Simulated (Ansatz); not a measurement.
trans-(1R,2R)-1-chloro-2-methylcyclopropane (C₄H₇Cl), SMILES C[C@@H]1C[C@H]1Cl.

Geometry optimised at B3LYP-D3(BJ)/def2-SVP.

Two levels are set side by side: PBE/def2-SVPD (Ansatz, a first-principles code) and PBE0/def2-SVPD (Ansatz). Energy differences of separate SCF runs at the same geometry; the states with an electron removed or added have multiplicity 2 and 2. Differences are taken from unrounded values.

| quantity | PBE0 | PBE | PBE minus PBE0 |
|---|---|---|---|
| vertical ionisation energy (eV) | 9.87 | 9.55 | -0.32 |
| vertical singlet–triplet gap (eV) | 6.08 | 5.72 | -0.37 |
